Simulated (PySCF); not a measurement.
Ionisation energy along the 9-electron series

Calculated with PySCF 2.14 and a two-component X2C-1e Hamiltonian (Gaussian nucleus, no Breit or QED terms), each ion in its own even-tempered basis scaled to its charge; GMP2 freezes nothing and drops the highest virtual spinors. Values in eV. NIST values: (m) measured, (s) semi-empirical, (t) theoretical.

| ion | configuration | GHF (spin-free) | GMP2 (spin-free) | GHF (screened spin-orbit) | GMP2 (screened spin-orbit) | NIST |
| --- | --- | --- | --- | --- | --- | --- |
| Rh³⁶⁺ | [He] 2s2 2p5 | 5243.5 | 5245.1 | 5200.7 | 5202.2 | 5203 ± 8 (s) |
| Ag³⁸⁺ | [He] 2s2 2p5 | 5803.2 | 5804.8 | 5750.7 | 5752.2 | 5753 ± 9 (s) |

(1) Fill in the row of Pd³⁷⁺.

## Answers

(1) configuration: [He] 2s2 2p5; GHF (spin-free): 5519.7; GMP2 (spin-free): 5521.3; GHF (screened spin-orbit): 5472.2; GMP2 (screened spin-orbit): 5473.7; NIST: 5475 ± 9 (s).
